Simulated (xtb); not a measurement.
C₆H₁₁O (SMILES C[C](C)CC(C)=O), doublet, from a rough starting geometry; GFN2-xTB (xtb).

The xtb input:
```
$ xtb mol.xyz --gfn 2 --uhf 1 --opt vtight --json

# file mol.xyz
18

C     -0.80752156     1.31064147    -0.85194070
C     -0.83495008     0.26939792     0.24537820
C     -1.84695000    -0.78482217     0.19555375
C      0.26811014     0.11151142     1.18072175
C      1.14617647    -0.82383976     0.40040917
C      2.24169968    -0.13849632    -0.44143793
O      0.83488600    -1.98842415     0.43350989
H     -1.80680544     1.87659945    -0.76924271
H     -0.06691595     2.03360525    -0.66884444
H     -0.77147214     0.89229959    -1.77444200
H     -2.53440435    -0.72150139    -0.63795232
H     -2.40952040    -0.85864722     1.12715359
H     -1.36373943    -1.79909547     0.11530959
H     -0.00855674    -0.28648382     2.13677108
H      0.75832951     1.04311879     1.38211611
H      1.79552246     0.43542562    -1.21142700
H      2.76558963    -0.97128892    -0.93724413
H      2.85097626     0.38965625     0.15239081
```

### Question
Write the output that xtb gives for this input, abridged.

### Answer

```
   ID    Z sym.   atoms
    1    6 C      1-6
    2    8 O      7
    3    1 H      8-18

           -------------------------------------------------
          |                Calculation Setup                |
           -------------------------------------------------

           -------------------------------------------------
          |                 G F N 2 - x T B                 |
           -------------------------------------------------

          ...................................................
          :                      SETUP                      :
          :.................................................:
          :  # basis functions                  39          :
          :  # atomic orbitals                  39          :
          :  # shells                           25          :
          :  # electrons                        41          :
          :  max. iterations                   250          :
          :  Hamiltonian                  GFN2-xTB          :
          :  restarted?                      false          :
          :  GBSA solvation                  false          :
          :  PC potential                    false          :
          :  electronic temp.          300.0000000     K    :
          :  accuracy                    1.0000000          :
          :  -> integral cutoff          0.2500000E+02      :
          :  -> integral neglect         0.1000000E-07      :
          :  -> SCF convergence          0.1000000E-05 Eh   :
          :  -> wf. convergence          0.1000000E-03 e    :
          :  Broyden damping             0.4000000          :
          :  net charge                          0          :
          :  unpaired electrons                  1          :
          ...................................................

 iter      E             dE          RMSdq      gap      omega  full diag
   1    -22.7206107 -0.227206E+02  0.311E+00    2.37       0.0  T
   2    -22.7663730 -0.457623E-01  0.154E+00    2.00       1.0  T
   3    -22.7713420 -0.496896E-02  0.101E+00    2.19       1.0  T
   4    -22.7736645 -0.232248E-02  0.258E-01    1.95       1.0  T
   5    -22.7740803 -0.415822E-03  0.148E-01    2.13       1.0  T
   6    -22.7744880 -0.407722E-03  0.463E-02    2.06       1.0  T
   7    -22.7744931 -0.508064E-05  0.185E-02    2.06       1.3  T
   8    -22.7744935 -0.384780E-06  0.298E-03    2.06       7.9  T
   9    -22.7744935 -0.115839E-07  0.154E-03    2.06      15.4  T
  10    -22.7744935 -0.209591E-07  0.280E-04    2.06      84.2  T
  11    -22.7744935 -0.273179E-09  0.149E-04    2.06     157.9  T

   *** convergence criteria satisfied after 11 iterations ***

         :::::::::::::::::::::::::::::::::::::::::::::::::::::
         ::                     SUMMARY                     ::
         :::::::::::::::::::::::::::::::::::::::::::::::::::::
         :: total energy             -22.430432711727 Eh    ::
         :: gradient norm              0.168290028092 Eh/a0 ::
         :: HOMO-LUMO gap              2.059649092448 eV    ::
         ::.................................................::
         :: SCC energy               -22.774446375861 Eh    ::
         :: -> isotropic ES            0.031078130002 Eh    ::
         :: -> anisotropic ES          0.002514501404 Eh    ::
         :: -> anisotropic XC          0.008780284028 Eh    ::
         :: -> dispersion             -0.011509450858 Eh    ::
         :: repulsion energy           0.344013664134 Eh    ::
         :: add. restraining           0.000000000000 Eh    ::
         :: total charge               0.000000000000 e     ::
         :::::::::::::::::::::::::::::::::::::::::::::::::::::

      -----------------------------------------------------------
     |                   =====================                   |
     |                        A N C O P T                        |
     |                   =====================                   |
     |               Approximate Normal Coordinate               |
     |                Rational Function Optimizer                |
      -----------------------------------------------------------
      -----------------------------------------------------------
     |                   =====================                   |
     |                        A N C O P T                        |
     |                   =====================                   |
     |               Approximate Normal Coordinate               |
     |                Rational Function Optimizer                |
      -----------------------------------------------------------

          ...................................................
          :                      SETUP                      :
          :.................................................:
          :   optimization level         verytight          :
          :   max. optcycles                   360          :
          :   ANC micro-cycles                  20          :
          :   degrees of freedom                48          :
          :.................................................:
          :   RF solver                   davidson          :
          :   write xtbopt.log                true          :
          :   linear?                        false          :
          :   energy convergence         0.1000000E-06 Eh   :
          :   grad. convergence          0.2000000E-03 Eh/α :
          :   maxmium RF displ.          1.0000000          :
          :   Hlow (freq-cutoff)         0.1000000E-01      :
          :   Hmax (freq-cutoff)         5.0000000          :
          :   S6 in model hess.         20.0000000          :
          ...................................................

generating ANC from exact Hessian ...
Using Lindh-Hessian (1995)
 Shifting diagonal of input Hessian by    7.9705197433793517E-003
 Lowest  eigenvalues of input Hessian
    0.000000    0.000000    0.000000    0.000000    0.000000    0.000000
[...]
 * total energy  :   -22.4510922 Eh     change       -0.4660227E-05 Eh
 * total energy  :   -22.4510963 Eh     change       -0.4052468E-05 Eh
 * total energy  :   -22.4510993 Eh     change       -0.3080090E-05 Eh
 * total energy  :   -22.4511005 Eh     change       -0.1170061E-05 Eh
 * total energy  :   -22.4511027 Eh     change       -0.2157312E-05 Eh
 * total energy  :   -22.4511034 Eh     change       -0.7097309E-06 Eh
 * total energy  :   -22.4511038 Eh     change       -0.4652897E-06 Eh
 * total energy  :   -22.4511040 Eh     change       -0.1335453E-06 Eh
 * total energy  :   -22.4511041 Eh     change       -0.1090255E-06 Eh
 * total energy  :   -22.4511043 Eh     change       -0.2186418E-06 Eh
 * total energy  :   -22.4511044 Eh     change       -0.1253982E-06 Eh
 * total energy  :   -22.4511045 Eh     change       -0.8885905E-07 Eh
   *** GEOMETRY OPTIMIZATION CONVERGED AFTER 26 ITERATIONS ***
         :: total energy             -22.451104515097 Eh    ::
[...]
      -------------------------------------------------------------
         1        2.0000           -0.6928331             -18.8529
       ...           ...                  ...                  ...
         9        2.0000           -0.5243182             -14.2674
        10        2.0000           -0.5176646             -14.0864
        11        2.0000           -0.4997960             -13.6001
        12        2.0000           -0.4915394             -13.3755
        13        2.0000           -0.4907402             -13.3537
        14        2.0000           -0.4778810             -13.0038
        15        2.0000           -0.4664311             -12.6922
        16        2.0000           -0.4639079             -12.6236
        17        2.0000           -0.4555756             -12.3968
        18        2.0000           -0.4480483             -12.1920
        19        2.0000           -0.4455278             -12.1234
        20        2.0000           -0.3903487             -10.6219
        21        1.0000           -0.2973902              -8.0924 (HOMO)
        22                         -0.2192954              -5.9673 (LUMO)
        23                          0.0795754               2.1654
        24                          0.0858565               2.3363
        25                          0.1212378               3.2990
        26                          0.1379990               3.7551
        27                          0.1533245               4.1722
        28                          0.1786369               4.8610
        29                          0.1795760               4.8865
        30                          0.1887918               5.1373
        31                          0.1911704               5.2020
        32                          0.1963609               5.3433
       ...                                ...                  ...
        39                          0.6153700              16.7451
      -------------------------------------------------------------
                  HL-Gap            0.0780949 Eh            2.1251 eV
             Fermi-level           -0.3011061 Eh           -8.1935 eV

     #   Z          covCN         q      C6AA      α(0)
     1   6 C        3.753    -0.104    22.551     6.772
     2   6 C        3.019    -0.007    28.174     8.707
     3   6 C        3.754    -0.112    22.692     6.793
     4   6 C        3.807    -0.081    22.047     6.684
     5   6 C        2.892     0.228    23.220     7.900
     6   6 C        3.753    -0.134    23.141     6.860
     7   8 O        0.857    -0.395    21.590     6.230
     8   1 H        0.924     0.054     2.274     2.358
     9   1 H        0.925     0.041     2.437     2.441
    10   1 H        0.924     0.050     2.325     2.384
    11   1 H        0.925     0.042     2.419     2.432
    12   1 H        0.924     0.052     2.294     2.369
    13   1 H        0.924     0.080     1.981     2.201
    14   1 H        0.925     0.063     2.162     2.299
    15   1 H        0.925     0.046     2.372     2.409
    16   1 H        0.925     0.060     2.196     2.317
    17   1 H        0.925     0.061     2.182     2.310
    18   1 H        0.925     0.057     2.239     2.340

 Mol. C6AA /au·bohr⁶  :       2521.592504
 Mol. C8AA /au·bohr⁸  :      55040.202176
 Mol. α(0) /au        :         75.806444

Wiberg/Mayer (AO) data.
largest (>0.10) Wiberg bond orders for each atom

 ---------------------------------------------------------------------------
     #   Z sym  total        # sym  WBO       # sym  WBO       # sym  WBO
 ---------------------------------------------------------------------------
     1   6 C    3.997 --     2 C    1.063     9 H    0.982     8 H    0.961
                            10 H    0.952
     2   6 C    3.604 --     3 C    1.077     1 C    1.063     4 C    1.043
                             5 C    0.188     7 O    0.118
     3   6 C    3.996 --     2 C    1.077    11 H    0.984    12 H    0.953
                            13 H    0.941
     4   6 C    3.993 --     2 C    1.043    15 H    0.970    14 H    0.959
                             5 C    0.915
     5   6 C    3.922 --     7 O    1.768     6 C    1.000     4 C    0.915
                             2 C    0.188
     6   6 C    3.995 --     5 C    1.000    17 H    0.983    16 H    0.965
                            18 H    0.964
     7   8 O    2.067 --     5 C    1.768     2 C    0.118
     8   1 H    0.997 --     1 C    0.961
     9   1 H    0.998 --     1 C    0.982
    10   1 H    0.996 --     1 C    0.952
    11   1 H    0.998 --     3 C    0.984
    12   1 H    0.996 --     3 C    0.953
    13   1 H    0.993 --     3 C    0.941
    14   1 H    0.996 --     4 C    0.959
    15   1 H    0.998 --     4 C    0.970
    16   1 H    0.996 --     6 C    0.965
    17   1 H    0.996 --     6 C    0.983
    18   1 H    0.997 --     6 C    0.964
 ---------------------------------------------------------------------------

Topologies differ in total number of bonds
Writing topology from bond orders to xtbtopo.mol

molecular dipole:
                 x           y           z       tot (Debye)
 q only:       -0.226       1.149      -0.161
   full:       -0.164       1.335      -0.231       3.469
molecular quadrupole (traceless):
                xx          xy          yy          xz          yz          zz
 q only:        3.877       3.521      -5.841      -0.678       0.744       1.965
  q+dip:        4.433       4.179      -7.253      -0.449       0.847       2.820
   full:        4.693       3.955      -7.601      -0.158       0.856       2.908

optimized geometry written to: xtbopt.xyz

           -------------------------------------------------
          | TOTAL ENERGY              -22.451104515097 Eh   |
          | GRADIENT NORM               0.000042487489 Eh/α |
          | HOMO-LUMO GAP               2.125069105202 eV   |
           -------------------------------------------------

normal termination of xtb
```
